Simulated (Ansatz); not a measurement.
Energy difference R1 → P1 + P2, each structure at its B3LYP-D3(BJ)/def2-TZVP stationary point, reached from a drawn start (curvature not checked).
R1: SiCl4 (SMILES Cl[Si](Cl)(Cl)Cl), charge 0, multiplicity 1.
P1, Cl3Si (SMILES Cl[Si](Cl)Cl) (charge 0, multiplicity 2):
```xyz
4

Si     0.000     0.000    -0.517
Cl     1.940     0.000     0.172
Cl    -0.970     1.680     0.172
Cl    -0.970    -1.680     0.172
```
P2: Cl atom, charge 0, multiplicity 2.

P less R. No zero-point or thermal terms; singlets are restricted closed shells; open shells are unrestricted; no spin–orbit coupling.

Frozen-core correlation throughout. CBS(a, b) extrapolates the correlation energy as X⁻³ and adds the Hartree–Fock energy of set b.

Programs: Ansatz (Gaussian basis) for Hartree–Fock, density functionals and correlated methods. Each number belongs to the level named beside it.

The comparison value is 4.889 eV (CCSD(T)/CBS(cc-pV(T+d)Z, cc-pV(Q+d)Z)). It is a level with limits of its own, not the exact answer.

Order these levels by how close they come to the comparison value for the reaction energy, closest first: B2PLYP/def2-TZVPP, B3LYP/def2-TZVPP, CAM-B3LYP/def2-TZVPP, B97M-V/def2-TZVPP, SVWN5/def2-TZVPP. Give each level's value less the comparison value.

B97M-V/def2-TZVPP (-0.032 eV), B2PLYP/def2-TZVPP (-0.293 eV), CAM-B3LYP/def2-TZVPP (-0.346 eV), SVWN5/def2-TZVPP (0.398 eV), B3LYP/def2-TZVPP (-0.485 eV)

Ansatz is a first-principles code.
